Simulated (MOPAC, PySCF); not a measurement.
C$_{4}$H$_{4}$, SMILES `C=C1C=C1`, neutral singlet in the gas phase. 

Cartesian coordinates (Å):
SMILES: C=C1C=C1
```xyz
8

C      1.4729    -0.0005    -0.1489
C      0.1469     0.0000    -0.0148
C     -1.1142     0.6422     0.2753
C     -1.1468    -0.6420    -0.0458
H      2.0063    -0.9071    -0.4318
H      2.0523     0.9061     0.0212
H     -1.6682     1.5328     0.5560
H     -1.7461    -1.5325    -0.2093
```
Charge 0, multiplicity 1.

All levels are single points at this geometry (PBE-D3(BJ)/def2-TZVP); Pople sets use spherical d functions. Orbital energies aren't observables, and empty levels follow the basis.

HF/6-31G* in PySCF gives gap (eV) = 12.01.

Problem. Estimate the gap (eV) from each of these levels: PBE-D3(BJ)/def2-TZVP in PySCF; B3LYP/3-21G in PySCF; B3LYP/6-311+G** in PySCF; PBE/6-31G* in PySCF; SVWN5/6-31G* in PySCF; AM1 in MOPAC; PM6 in MOPAC; PM7 in MOPAC.

Solution. 
```json
[
 {"level": "PBE-D3(BJ)/def2-TZVP in PySCF", "gap (eV)": "3.27"},
 {"level": "B3LYP/3-21G in PySCF", "gap (eV)": "5.17"},
 {"level": "B3LYP/6-311+G** in PySCF", "gap (eV)": "4.85"},
 {"level": "PBE/6-31G* in PySCF", "gap (eV)": "3.32"},
 {"level": "SVWN5/6-31G* in PySCF", "gap (eV)": "3.26"},
 {"level": "AM1 in MOPAC", "gap (eV)": "9.51"},
 {"level": "PM6 in MOPAC", "gap (eV)": "9.50"},
 {"level": "PM7 in MOPAC", "gap (eV)": "9.43"}
]
```
